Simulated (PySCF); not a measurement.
CH7B2N.
SMILES: `BNBC`

Theory: EOM-IP-CCSD/aug-cc-pVDZ in PySCF, restricted Hartree–Fock reference, frozen core, non-relativistic, gas phase, PBE0-D3(BJ)/def2-SVP geometry.

Hartree–Fock orbital energies give these Koopmans values (eV): HOMO 12.37, HOMO-1 12.42, HOMO-2 12.67, HOMO-3 13.82, HOMO-4 14.86, HOMO-5 15.54, HOMO-6 15.79, HOMO-7 19.34.

Task: What vertical ionisation energies does EOM-IP-CCSD give?

Result: 
| leading hole (HF orbital) | Koopmans (eV) | EOM-IP-CCSD (eV) | change (eV) | one-hole share |
| --- | --- | --- | --- | --- |
| HOMO | 12.37 | 11.50 | -0.87 | 0.94 |
| HOMO-1 | 12.42 | 11.54 | -0.88 | 0.96 |
| HOMO-2 | 12.67 | 11.98 | -0.69 | 0.96 |
| HOMO-3 | 13.82 | 12.87 | -0.95 | 0.95 |
| HOMO-4 | 14.86 | 14.11 | -0.75 | 0.95 |
| HOMO-5 | 15.54 | 14.54 | -1.00 | 0.94 |
| HOMO-6 | 15.79 | 14.73 | -1.06 | 0.95 |
| HOMO-7 | 19.34 | 17.68 | -1.66 | 0.92 |

Task: Does the order of the lines follow the orbital energies?

Result: Yes, no two lines change places. The corrections run from -1.66 to -0.69 eV, with a mean of -0.98 eV over the 8 lines; no line lies above its Koopmans value. Koopmans values leave out both the relaxation of the orbitals and the change in correlation energy.

Task: At what kinetic energies would He I light (21.22 eV) eject these electrons?

Result: 9.72 eV (HOMO), 9.68 eV (HOMO-1), 9.24 eV (HOMO-2), 8.35 eV (HOMO-3), 7.11 eV (HOMO-4), 6.68 eV (HOMO-5), 6.49 eV (HOMO-6), 3.54 eV (HOMO-7).

Task: What total energy has the lowest final state, and which wavelength reaches it?

Result: E(CCSD) + ionisation energy = -146.40107 + 0.42263 = -145.97844 Eh, at the geometry of the initial state. The threshold wavelength is 1239.84 eV nm/11.50 eV = 107.8 nm.

Lines less than 0.15 eV apart could change places at a higher level. One root was sought for each valence orbital with −ε under 21 eV, eight at most, so deeper holes and satellites are missing; no vibrational structure.

On one thread of an Arm Neoverse V2, no GPU, on a shared host, this took 3.1 min wall and 2.9 GiB of memory at its peak.

Shape of the structure used: `[BH2:1][NH:2][BH:3][CH3:4]`: B1–N2–B3–C4 -179°.

One conformer stands for the species.
